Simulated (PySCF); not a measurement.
## Rh²⁺ (rhodium, charge +2) across methods

[Kr] 4d7, high-spin 4F determinant. Calculation: PySCF 2.14, in aug-cc-pVTZ-DK (9s8p6d3f2g, 102 functions); scalar relativity by spin-free X2C-1e.

```
 method  E (hartree)  mean ε 4p β (eV)  mean ε 4d α (eV)  mean ε 4d β (eV)  Σ⟨r²⟩ (bohr²)   ⟨S²⟩
    LDA     -4777.28           -70.132           -26.852           -24.998          30.86  3.751
  B3LYP     -4782.58           -72.449           -28.206           -26.438          30.75  3.752
    PBE     -4782.12           -69.798           -26.681           -24.882          30.77  3.751
r2SCANh     -4782.52           -71.844           -27.789           -25.751          30.51  3.753
    UHF  -4780.21976           -81.178           -33.505           -30.988          30.36  3.755
  wB97X     -4782.68           -75.304           -30.918           -29.182          30.49  3.752
 r2SCAN     -4782.53           -70.689           -27.049           -25.054          30.55  3.753
   PBE0     -4782.21           -72.971           -28.610           -26.656          30.57  3.752
```
